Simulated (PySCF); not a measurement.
# Computed data sheet: `Cc1cc(=O)cc(C)o1` (2,6-dimethyl-4-pyrone)

2,6-dimethyl-4-pyrone, C₇H₈O₂.
SMILES with atom numbers: `[CH3:1][c:2]1[cH:3][c:4](=[O:5])[cH:6][c:7]([CH3:8])[o:9]1` (hydrogens: H10, H11, H12 on C1; H13 on C3; H14 on C6; H15, H16, H17 on C8)

Geometry (GFN2-xTB, Å), atoms numbered from 1 in this order:
```
atom  x, y, z in Å
C1    -2.154   -1.371    0.383
C2    -1.126   -0.330    0.079
C3    -1.390    0.925   -0.325
C4    -0.323    1.882   -0.604
O5    -0.520    3.028   -0.971
C6     1.005    1.314   -0.394
C7     1.174    0.044    0.013
C8     2.494   -0.614    0.252
O9     0.135   -0.787    0.251
H10   -2.048   -1.706    1.414
H11   -2.009   -2.235   -0.262
H12   -3.153   -0.974    0.235
H13   -2.409    1.254   -0.452
H14    1.858    1.947   -0.575
H15    2.598   -1.485   -0.393
H16    3.306    0.078    0.055
H17    2.555   -0.958    1.284
```

GFN2-xTB geometry:

```yaml
Point_group_of_the_GFN2-xTB_geometry: C2v
Rotational_constants_A_B_C_of_the_GFN2-xTB_geometry: 1.964, 1.797, 0.949 GHz
```

wB97X-D/def2-SVPD ground state and vertical TDDFT (core frozen in the response) (PySCF):

```yaml
Dipole_moment: 5.22 D
HOMO_energy: -8.87 eV
LUMO_energy: 0.73 eV
HOMO–LUMO_gap: 9.60 eV
Lowest_singlet_excitation: 4.27 eV (291 nm, f = 0.000)
Strongest_line_among_the_8_lowest_singlet_transitions: S8 at 7.48 eV (166 nm, f = 0.669)
Lowest_triplet_excitation_Tamm–Dancoff: 3.86 eV
Static_isotropic_polarisability: 89.1 au
Electronic_spatial_extent_⟨r²⟩_about_the_centre_of_nuclear_charge: 1216 bohr²
```

Monoisotopic mass (most abundant isotopes): 124.0524 u.

S1 lies 5.33 eV below the HOMO–LUMO gap; its leading configuration is HOMO→LUMO, weight 0.95. The principal polarisabilities are 57.6, 95.4 and 114.1 au; their mean is the isotropic value. No computed singlet falls in the visible range (750 to 380 nm, 1.65 to 3.26 eV); S1 lies 1.01 eV above its blue end. The polarisability is 13.20 Å³ as a volume (1 au = 0.148185 Å³), or 1.35 au for each of the 66 electrons. In wavenumbers S1 is 34400 cm⁻¹ (1 eV = 8065.54 cm⁻¹).

Geometry: GFN2-xTB; no solvent, vibrations or thermal averaging.
